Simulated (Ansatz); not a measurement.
Born–Oppenheimer molecular dynamics of CH4OZn (7 atoms, charge 0, multiplicity 1). It starts from a relaxed structure.

Computed with RKS PBE/def2-SVP (Ansatz 0.2.0).

```yaml
ensemble: NVT, Nosé–Hoover chain
time_step: 0.5 fs
steps_asked: 150
set_temperature: 300 K
thermostat: time constant 20 fs, chain length 3
seed: 205556
```

First frame:

```xyz
7
Properties=species:S:1:pos:R:3
Zn -0.076 -0.025 -0.029
O -0.009 -0.003 1.759
H -0.855 -0.262 2.169
C -0.004 -0.003 -1.955
H 0.289 -0.994 -2.358
H -0.990 0.263 -2.387
H 0.735 0.743 -2.314
```

Task: What does the run give?

Result: All steps were run.

- steps done: 150
- time covered: 75 fs
- mean temperature over the second half: 323 K
- spread of the potential energy over the second half: 8.3 meV per atom
- mean potential energy of the second half above the start: 26.1 meV per atom

The conserved energy stayed within 0.67 meV per atom of its start (net change 0.47 meV per atom), so the integration is sound. A run of 0.075 ps of so small a system gives no equilibrium averages.

Task: What happens to the structure?

Result: The same pairs are bonded in the first frame and the last. Pairs count as bonded within 1.25 times the sum of covalent radii (0.12 Å more for H–H). Another seed would give other details.

Task: How do temperature and energy run in time?

Result: 
```csv
time (fs),T (K),potential energy less start (eV),conserved less start (meV/atom)
0,300,0.000,0.00
2.5,115,0.123,0.35
5,205,0.064,0.11
7.5,94,0.140,0.28
10,179,0.088,0.11
12.5,146,0.119,0.24
15,132,0.134,0.28
17.5,243,0.077,0.10
20,154,0.149,0.43
22.5,367,0.034,0.08
25,174,0.180,0.46
27.5,360,0.077,0.12
30,126,0.246,0.53
32.5,326,0.125,0.09
35,170,0.241,0.51
37.5,310,0.158,0.34
40,310,0.169,0.27
42.5,315,0.172,0.38
45,385,0.134,0.34
47.5,331,0.173,0.41
50,394,0.134,0.25
52.5,167,0.284,0.62
55,340,0.171,0.16
57.5,179,0.279,0.51
60,374,0.155,0.33
62.5,286,0.216,0.46
65,443,0.116,0.24
67.5,290,0.218,0.54
70,374,0.162,0.34
72.5,376,0.159,0.32
75,307,0.202,0.47
```

The run took 5.2 min on 1 thread of Arm Neoverse V2, on a shared host, peak memory 0.13 GiB.
